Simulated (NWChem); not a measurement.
System: C4H9O, doublet; SMILES C[CH]COC

The following NWChem deck was run.

```
start job
memory heap 200 mb stack 900 mb global 1100 mb
geometry units angstroms noautosym nocenter noautoz
  C      0.711908    -2.019697     0.092652
  C     -0.574444    -1.351007    -0.258649
  C     -0.806638     0.094596     0.023366
  O      0.356060     0.847766    -0.285550
  C      0.222127     2.211726     0.040702
  H      0.769262    -2.263706     1.169930
  H      1.564320    -1.369216    -0.128556
  H      0.836836    -2.962557    -0.451750
  H     -1.450993    -1.958006    -0.471685
  H     -1.062843     0.252540     1.095596
  H     -1.672795     0.466022    -0.553548
  H      0.029226     2.359275     1.116574
  H      1.163980     2.701542    -0.221081
  H     -0.596317     2.690132    -0.522713
end
basis spherical
  C library def2-svp
  O library def2-svp
  H library def2-svp
end
dft
  odft
  mult 2
  xc xcamb88 1.00 lyp 0.81 vwn_5 0.19 hfexch 1.00
  cam 0.33 cam_alpha 0.19 cam_beta 0.46
  iterations 150
end
property
  efieldgrad
end
task dft property
```

Structure relaxed at the B3LYP/6-31G* (spherical d), spin-unrestricted level. No stability test was run on the SCF state.

Vzz is the largest principal value of the second derivative of the potential at the nucleus (NWChem prints the opposite sign); η is the asymmetry. Non-relativistic.

Atoms are numbered as in the input.

Q: Predict the main results of this run. (CAM-B3LYP/def2-SVP, spin-unrestricted.) Quantities: Vzz O4 (a.u.); η O4.

A: The vzz O4 (a.u.) is -1.904 and the η O4 is 0.96.
